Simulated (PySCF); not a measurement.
The complex [TiBr6]3- (charge -3) contains Ti(III), shell d1. The structure is a model geometry with rigid ligands and bond lengths from ionic radii, not a minimum; coordination octahedral, point group Oh, metal–donor distances 2.53 Å.

```
7

Ti    0.000    0.000    0.000
Br    1.789   -1.033    1.461
Br    0.000    2.066    1.461
Br   -1.789   -1.033    1.461
Br    1.789    1.033   -1.461
Br   -1.789    1.033   -1.461
Br    0.000   -2.066   -1.461
```

Method (PySCF 2.14, density fitting): CASSCF(1,5) with orbitals averaged over all microstates of the shell, strongly contracted NEVPT2 on the averaged canonical orbitals; basis x2c-TZVPall on the metal, x2c-SVPall elsewhere; spin-free X2C; IEF-PCM water; spin-orbit coupling by state interaction with the mean-field operator over all roots.

Task: What is the ground state?

Result: 2T2g (S = 1/2, orbital degeneracy 3), orbital occupations from the lowest 0.3 0.3 0.3 0.0 0.0, by NEVPT2.

Task: Where do the spin-allowed transitions within the shell lie?

Result: By NEVPT2: 2Eg at 13650 cm⁻¹ (733 nm). All are electric-dipole forbidden at this geometry.

Task: What ligand-field parameters describe the result?

Result: At NEVPT2 level: orbital energies 0, 2, 6, 13650, 13657 cm⁻¹; spin-orbit coupling on the heavy ligands mixes in, so no single ζ describes it.

Task: What are the magnetic parameters?

Result: Degenerate or low-lying orbital states mix with the ground state, so no spin-only Hamiltonian applies. The lowest spin-orbit level is 4-fold; the next lies at 259.2 cm⁻¹. μeff is 1.84 μB at 300 K and 0.40 μB at 10 K; the spin-only value is 1.73 μB.

Charge-transfer states lie outside this active space and may come lower than some of these levels. The ground state is orbitally degenerate in this regular structure, which would distort (Jahn–Teller), so its moment is that of the undistorted model. NEVPT2 lifts 2Eg from 11800 to 13650 cm⁻¹; on the d shell alone such lifts tend to overshoot. NEVPT2 on the d shell alone tends to put d–d bands too high for such charged or covalently bound ions.

The job took 100 s on one thread of Arm Neoverse V1 (shared host), with 240 basis functions and a peak of 0.83 GiB, launched as `OMP_NUM_THREADS=1 python lf_run.py task.json out`.
